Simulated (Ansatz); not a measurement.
Ca₁₂O₁₂ (started as a model of: 2x2x6 CaO rock-salt block). The state is a singlet with charge 0. Geometry PBE-D4/def2-SVP.

```xyz
24

Ca    4.9286    1.1641   -2.8909
Ca    1.0422    1.5623   -0.6878
Ca   -2.8805    1.8972    1.5397
Ca    3.7673   -0.1495   -0.2227
Ca   -0.1673    0.1618    1.9860
Ca   -4.1006    0.4654    4.1194
Ca    2.1096   -0.3177   -3.1167
Ca   -1.8017   -0.0040   -0.8673
Ca   -5.6473    0.3084    1.4196
Ca    4.8193   -1.9399   -2.6479
Ca    0.9269   -1.7181   -0.4311
Ca   -2.9965   -1.4300    1.7996
O     3.0098    1.3535   -1.8029
O    -0.9219    1.6508    0.4320
O    -4.8096    1.8651    2.6467
O     5.5982   -0.3121   -1.4755
O     1.7605    0.0024    0.8127
O    -2.1625    0.3153    3.0600
O     4.1242   -0.4617   -4.0488
O     0.1934   -0.1568   -1.9230
O    -3.7454    0.1545    0.2969
O     2.8981   -1.8233   -1.5541
O    -1.0319   -1.4944    0.6780
O    -4.9127   -1.0934    2.8778
```

Single mean-field runs in def2-SVP, def2-TZVP are fitted with def2-universal-jkfit. Another isomer (singlet) lies 1.16 eV lower at PBE0-D4/def2-TZVP; other spin states weren't run for this one.

(1) Estimate the orbital energies around the gap (eV) in Ansatz with PBE-D4/def2-SVP, PBE-D4/def2-TZVP, r2SCAN-D4/def2-TZVP, r2SCANh-D4/def2-TZVP, PBE0-D4/def2-TZVP.

Answers

(1) 
```json
{"orbital": "HOMO−9", "PBE-D4/def2-SVP": "-4.28", "PBE-D4/def2-TZVP": "-4.31", "r2SCAN-D4/def2-TZVP": "-4.42", "r2SCANh-D4/def2-TZVP": "-4.92", "PBE0-D4/def2-TZVP": "-5.54"}
{"orbital": "HOMO−8", "PBE-D4/def2-SVP": "-4.28", "PBE-D4/def2-TZVP": "-4.31", "r2SCAN-D4/def2-TZVP": "-4.42", "r2SCANh-D4/def2-TZVP": "-4.92", "PBE0-D4/def2-TZVP": "-5.54"}
{"orbital": "HOMO−7", "PBE-D4/def2-SVP": "-4.16", "PBE-D4/def2-TZVP": "-4.20", "r2SCAN-D4/def2-TZVP": "-4.31", "r2SCANh-D4/def2-TZVP": "-4.80", "PBE0-D4/def2-TZVP": "-5.42"}
{"orbital": "HOMO−6", "PBE-D4/def2-SVP": "-4.11", "PBE-D4/def2-TZVP": "-4.15", "r2SCAN-D4/def2-TZVP": "-4.27", "r2SCANh-D4/def2-TZVP": "-4.76", "PBE0-D4/def2-TZVP": "-5.36"}
{"orbital": "HOMO−5", "PBE-D4/def2-SVP": "-4.06", "PBE-D4/def2-TZVP": "-4.11", "r2SCAN-D4/def2-TZVP": "-4.22", "r2SCANh-D4/def2-TZVP": "-4.70", "PBE0-D4/def2-TZVP": "-5.31"}
{"orbital": "HOMO−4", "PBE-D4/def2-SVP": "-3.92", "PBE-D4/def2-TZVP": "-3.95", "r2SCAN-D4/def2-TZVP": "-4.06", "r2SCANh-D4/def2-TZVP": "-4.55", "PBE0-D4/def2-TZVP": "-5.17"}
{"orbital": "HOMO−3", "PBE-D4/def2-SVP": "-3.92", "PBE-D4/def2-TZVP": "-3.95", "r2SCAN-D4/def2-TZVP": "-4.06", "r2SCANh-D4/def2-TZVP": "-4.55", "PBE0-D4/def2-TZVP": "-5.17"}
{"orbital": "HOMO−2", "PBE-D4/def2-SVP": "-3.83", "PBE-D4/def2-TZVP": "-3.86", "r2SCAN-D4/def2-TZVP": "-3.98", "r2SCANh-D4/def2-TZVP": "-4.46", "PBE0-D4/def2-TZVP": "-5.07"}
{"orbital": "HOMO−1", "PBE-D4/def2-SVP": "-3.81", "PBE-D4/def2-TZVP": "-3.86", "r2SCAN-D4/def2-TZVP": "-3.96", "r2SCANh-D4/def2-TZVP": "-4.42", "PBE0-D4/def2-TZVP": "-5.02"}
{"orbital": "HOMO", "PBE-D4/def2-SVP": "-3.81", "PBE-D4/def2-TZVP": "-3.86", "r2SCAN-D4/def2-TZVP": "-3.96", "r2SCANh-D4/def2-TZVP": "-4.42", "PBE0-D4/def2-TZVP": "-5.02"}
{"orbital": "LUMO", "PBE-D4/def2-SVP": "-1.26", "PBE-D4/def2-TZVP": "-1.30", "r2SCAN-D4/def2-TZVP": "-0.82", "r2SCANh-D4/def2-TZVP": "-0.66", "PBE0-D4/def2-TZVP": "-0.72"}
{"orbital": "LUMO+1", "PBE-D4/def2-SVP": "-1.10", "PBE-D4/def2-TZVP": "-1.13", "r2SCAN-D4/def2-TZVP": "-0.63", "r2SCANh-D4/def2-TZVP": "-0.49", "PBE0-D4/def2-TZVP": "-0.59"}
{"orbital": "LUMO+2", "PBE-D4/def2-SVP": "-0.76", "PBE-D4/def2-TZVP": "-0.78", "r2SCAN-D4/def2-TZVP": "-0.29", "r2SCANh-D4/def2-TZVP": "-0.15", "PBE0-D4/def2-TZVP": "-0.27"}
{"orbital": "LUMO+3", "PBE-D4/def2-SVP": "-0.76", "PBE-D4/def2-TZVP": "-0.76", "r2SCAN-D4/def2-TZVP": "-0.28", "r2SCANh-D4/def2-TZVP": "-0.15", "PBE0-D4/def2-TZVP": "-0.27"}
{"orbital": "LUMO+4", "PBE-D4/def2-SVP": "-0.76", "PBE-D4/def2-TZVP": "-0.76", "r2SCAN-D4/def2-TZVP": "-0.28", "r2SCANh-D4/def2-TZVP": "-0.14", "PBE0-D4/def2-TZVP": "-0.22"}
{"orbital": "LUMO+5", "PBE-D4/def2-SVP": "-0.38", "PBE-D4/def2-TZVP": "-0.39", "r2SCAN-D4/def2-TZVP": "0.05", "r2SCANh-D4/def2-TZVP": "0.19", "PBE0-D4/def2-TZVP": "0.11"}
```
